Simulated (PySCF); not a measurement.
## Electron correlation in Cl(2+) (chlorine, charge +2)

[Ne] 3s1 3p4, high-spin 4P determinant (an excited configuration). Calculation: PySCF 2.14, in x2c-QZVPPall with one added diffuse shell each of s, p, d, f type (10s7p5d3f1g, 86 functions); the spin-free X2C one-electron Hamiltonian (Gaussian nucleus). Frozen: 1s2; 13 electrons correlated.

| level | correlation energy (mhartree) |
| --- | --- |
| CCSD | -319.07 |
| (T) | -11.63 |
| CCSD(T) | -330.70 |

Diagnostics: T1 = 0.0082, D1 = 0.0334, largest double amplitude 0.184.

A double-excitation amplitude exceeds 0.15, a sign of near-degeneracy.

Cost of the coupled-cluster step: about 60 core-seconds, for 13 correlated electrons.

Iterations:

```
CC2 = 0
CCSD nocc = (np.int64(8), np.int64(5)), nmo = (85, 85)
frozen orbitals [[0], [0]]
max_cycle = 100
direct = 0
conv_tol = 1e-08
conv_tol_normt = 1e-06
diis_space = 8
diis_start_cycle = 0
Init t2, MP2 energy = -0.284339018581606
Init E_corr(UCCSD) = -0.284339018584525
cycle = 1  E_corr(UCCSD) = -0.302040499746699  dE = -0.0177014812  norm(t1,t2) = 0.0732411
cycle = 2  E_corr(UCCSD) = -0.309569508527924  dE = -0.00752900878  norm(t1,t2) = 0.0437817
cycle = 3  E_corr(UCCSD) = -0.319309561332256  dE = -0.0097400528  norm(t1,t2) = 0.0280494
cycle = 4  E_corr(UCCSD) = -0.318871018448606  dE = 0.000438542884  norm(t1,t2) = 0.00331058
cycle = 5  E_corr(UCCSD) = -0.319180854613594  dE = -0.000309836165  norm(t1,t2) = 0.00118488
cycle = 6  E_corr(UCCSD) = -0.319045356561541  dE = 0.000135498052  norm(t1,t2) = 0.000598836
cycle = 7  E_corr(UCCSD) = -0.31906486358351  dE = -1.9507022e-05  norm(t1,t2) = 0.000271112
cycle = 8  E_corr(UCCSD) = -0.319072486581834  dE = -7.62299832e-06  norm(t1,t2) = 9.93534e-05
cycle = 9  E_corr(UCCSD) = -0.319075274027919  dE = -2.78744608e-06  norm(t1,t2) = 0.000512844
cycle = 10  E_corr(UCCSD) = -0.319071824333495  dE = 3.44969442e-06  norm(t1,t2) = 2.4924e-05
cycle = 11  E_corr(UCCSD) = -0.319071957675757  dE = -1.33342262e-07  norm(t1,t2) = 7.52191e-06
cycle = 12  E_corr(UCCSD) = -0.319072094506503  dE = -1.36830746e-07  norm(t1,t2) = 2.64675e-06
cycle = 13  E_corr(UCCSD) = -0.319072066066964  dE = 2.84395388e-08  norm(t1,t2) = 6.57506e-07
cycle = 14  E_corr(UCCSD) = -0.319072068119521  dE = -2.05255707e-09  norm(t1,t2) = 1.28346e-07
UCCSD converged
E(UCCSD) = -459.4827785227127  E_corr = -0.3190720681195208
UCCSD(T) correction = -0.0116284051757953
```

This basis was not built for core-valence correlation, so the inner-shell part is incomplete.
